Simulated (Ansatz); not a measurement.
# How basis sets differ on C4H6F2Si (Si(vinyl)2F2)

C4H6F2Si: 13 atoms, total charge 0, spin state singlet. SMILES: `C=C[Si](F)(F)C=C`. Geometry: relaxed at GFN2-xTB. This is one conformer, not always the lowest.

```tsv
atom	x (Å)	y (Å)	z (Å)
Si	-0.4880	0.2489	-0.5235
C	-0.5778	0.2439	1.3524
C	-1.7118	0.2405	2.0390
H	0.3559	0.2399	1.9014
H	-2.6715	0.2435	1.5491
H	-1.7313	0.2334	3.1182
C	1.2383	0.2497	-1.2486
C	1.9878	-0.8305	-1.4162
H	1.6440	1.2084	-1.5470
H	1.6381	-1.8123	-1.1412
H	2.9764	-0.7849	-1.8456
F	-1.3082	1.4937	-1.1263
F	-1.3519	-0.9741	-1.1117
```

Quantity: the dipole moment, in D. The values are calculated.

| level | kind | program | value (D) | CPU time |
| --- | --- | --- | --- | --- |
| HF/STO-3G | Hartree–Fock | Ansatz | 1.76 | 2.8 s |
| HF/3-21G | Hartree–Fock | Ansatz | 3.47 | 3.9 s |
| HF/6-31G* (spherical functions) | Hartree–Fock | Ansatz | 2.93 | 15 s |
| HF/def2-SVP | Hartree–Fock | Ansatz | 2.98 | 19 s |

The values span 1.76 to 3.47 D. Magnitudes only. Sets without polarisation functions give poor dipoles. CPU times are rough (shared hosts, several kinds of processor and program).
